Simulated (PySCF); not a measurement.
Working out the excitation energy of O

O [He] 2s2 2p4 (3P) → O [He] 2s1 2p5 (3P). Calculation: PySCF 2.14, in aug-cc-pwCVTZ (7s6p4d2f, 59 functions); no relativity, point nucleus. Frozen: 1s2. Energies in hartree (1 hartree = 27.21139 eV):

| part | O (lower) | O (upper) |
| --- | --- | --- |
| UHF | -74.813062 | -74.193032 |
| CCSD correlation | -0.166950 | -0.212860 |
| (T) | -0.003647 | -0.015115 |

**Question.** What does Hartree-Fock give?

**Answer.** (-74.193032) − (-74.813062) = 0.620030 hartree = 16.872 eV.

**Question.** What do CCSD and CCSD(T) give?

**Answer.** The CCSD correlation energies differ by -0.045910 hartree = -1.249 eV and the triples by -0.011468 hartree = -0.312 eV, so CCSD gives 15.623 eV and CCSD(T) 15.311 eV.

The upper state lies above the first ionisation limit, where it may autoionise and the basis confines it.

The coupled-cluster amplitudes are large, so a single reference is strained.
